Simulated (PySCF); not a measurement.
## Energy of N²⁺ (nitrogen, charge +2) between two integer charges

The 2p alpha orbital of [He] 2s2 2p1 is emptied in steps (occupation f), with all orbitals relaxed, ending at [He] 2s2. Calculation: PySCF 2.14, in aug-cc-pVDZ; no relativity, point nucleus. The exact energy is a straight line in f; departures are measured from the line between the end points of the same method.

```
  f  UHF (eV)  LDA (eV)  PBE (eV)  PBE0 (eV)  r2SCAN (eV)  LC-wPBE (eV)  BHandHLYP (eV)  wB97X (eV)  CAM-B3LYP (eV)  B3LYP (eV)
  1     0.000     0.000     0.000      0.000        0.000         0.000           0.000       0.000           0.000       0.000
0.8     0.104    -1.488    -1.472     -1.082       -1.344        -0.625          -0.698      -0.641          -0.847      -1.167
0.6     0.153    -2.234    -2.206     -1.620       -2.000        -0.932          -1.042      -0.952          -1.265      -1.745
0.4     0.150    -2.233    -2.200     -1.614       -1.980        -0.922          -1.034      -0.937          -1.256      -1.735
0.2     0.098    -1.484    -1.459     -1.069       -1.306        -0.604          -0.682      -0.609          -0.828      -1.146
  0     0.000     0.000     0.000      0.000        0.000         0.000           0.000       0.000           0.000       0.000
```

| method | E(f=0) − E(f=1) (eV) | −ε at f=1 (eV) | −ε at f=0.4 (eV) |
| --- | --- | --- | --- |
| UHF | 47.313 | 47.975 | 47.174 |
| LDA | 47.865 | 38.592 | 49.743 |
| PBE | 48.067 | 38.881 | 49.944 |
| PBE0 | 48.041 | 41.276 | 49.426 |
| r2SCAN | 48.213 | 39.763 | 49.969 |
| LC-wPBE | 48.215 | 44.298 | 49.045 |
| BHandHLYP | 48.177 | 43.801 | 49.085 |
| wB97X | 47.788 | 43.757 | 48.663 |
| CAM-B3LYP | 48.279 | 42.973 | 49.383 |
| B3LYP | 48.340 | 41.039 | 49.847 |

Orbital energy along the path (eV):

```csv
f,UHF,LDA,PBE,PBE0,r2SCAN,LC-wPBE,BHandHLYP,wB97X,CAM-B3LYP,B3LYP
1,-47.975,-38.592,-38.881,-41.276,-39.763,-44.298,-43.801,-43.757,-42.973,-41.039
0.8,-47.692,-42.272,-42.545,-43.990,-43.219,-45.884,-45.574,-45.407,-45.115,-43.976
0.6,-47.426,-45.999,-46.244,-46.714,-46.637,-47.476,-47.341,-47.054,-47.260,-46.922
0.4,-47.174,-49.743,-49.944,-49.426,-49.969,-49.045,-49.085,-48.663,-49.383,-49.847
0.2,-46.936,-53.463,-53.592,-52.093,-53.185,-50.541,-50.778,-50.172,-51.441,-52.703
0,-46.710,-57.085,-57.088,-54.650,-56.269,-51.908,-52.376,-51.420,-53.364,-55.405
```

Reference removal energy between the ground levels: 47.445 eV (semi-empirical (NIST evaluation); NIST Atomic Spectra Database, ionization energies). The calculation has no spin-orbit coupling. UHF lacks correlation.
